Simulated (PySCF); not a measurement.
A species of formula C5H6F2O has this rotational fingerprint, computed with PBE0-D3(BJ)/def2-SVP geometry optimisation, gas phase in PySCF:

```
Rotational constants : A = 2445, B = 1706, C = 1075 MHz
Dipole components    : |μa| = 0.99 D, |μb| = 1.17 D, |μc| = 1.08 D
Inertial defect      : -32.88 u·Å²
κ                    : -0.08
```

Problem. Which candidate fits, each taken in the one conformer that was computed?
A. `[CH2:1]=[CH:2]/[CH:3]=[CH:4]\[O:5][CH:6]([F:7])[F:8]` with C1–C2–C3–C4 179°, C3–C4–O5–C6 165°, C4–O5–C6–F7 166°
B. `[F:1][CH2:2][C:3]1=[C:4]([CH2:5][F:6])[O:7][CH2:8]1` with F1–C2–C3–C4 -108°, C3–C4–C5–F6 0°
C. `[CH3:1][C@@H:2]1[CH2:3][C@@:4]1([F:5])[C:6](=[O:7])[F:8]` with C3–C4–C6–O7 -146°
D. `[CH2:1]=[C:2]=[CH:3][CH2:4][O:5][CH:6]([F:7])[F:8]` with C2–C3–C4–O5 -124°, C3–C4–O5–C6 70°, C4–O5–C6–F7 70°

Solution. B. It is FCC1=C(CF)OC1, an asymmetric top, point group C1. The candidates at the same level (rigid rotor, commonest isotopes):

```csv
SMILES,A (MHz),B (MHz),C (MHz),μa (D),μb (D),μc (D),Δ (u·Å²),point group,rotor
FCC1=C(CF)OC1,2445,1706,1075,0.99,1.17,1.08,-32.88,C1,asymmetric top
C=C/C=C\OC(F)F,5493,861.3,817.5,0.39,1.54,1.48,-60.61,C1,near-prolate asymmetric top
C[C@@H]1C[C@@]1(F)C(=O)F,3424,1629,1340,2.99,1.90,0.53,-80.62,C1,asymmetric top
C=C=CCOC(F)F,4009,1018,942.4,3.06,0.00,0.14,-86.30,C1,near-prolate asymmetric top
```

`C[C@@H]1C[C@@]1(F)C(=O)F` has A 40 % too high; `C=C=CCOC(F)F` has A 64 % too high; `C=C/C=C\OC(F)F` has A 125 % too high. No structure here is proved a minimum.
